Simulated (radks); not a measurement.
All-electron atom: Cl I in [Ne] 3s2 3p5. Calculated with a radial shooting solver on a logarithmic mesh with Libxc functionals: scalar-relativistic Kohn-Sham, r2SCAN, spin-unpolarised, spherical densities, finite nucleus; meta-GGA in the generalised Kohn-Sham scheme; Fermi nuclear charge, rms radius 3.3654 fm. Some entries of the table are withheld. Estimate them.

orbital,occ.,eigenvalue (hartree),<r^2> (bohr^2)
1s,2,(1),(2)
2s,2,(3),(4)
2p,6,-7.15575,(5)
3s,2,-0.79380,(6)
3p,5,-0.32771,4.049

Answer. 
(1) 1s eigenvalue (hartree): -101.6410
(2) 1s <r^2> (bohr^2): 0.01114
(3) 2s eigenvalue (hartree): -9.47952
(4) 2s <r^2> (bohr^2): 0.2326
(5) 2p <r^2> (bohr^2): 0.2056
(6) 3s <r^2> (bohr^2): 2.777
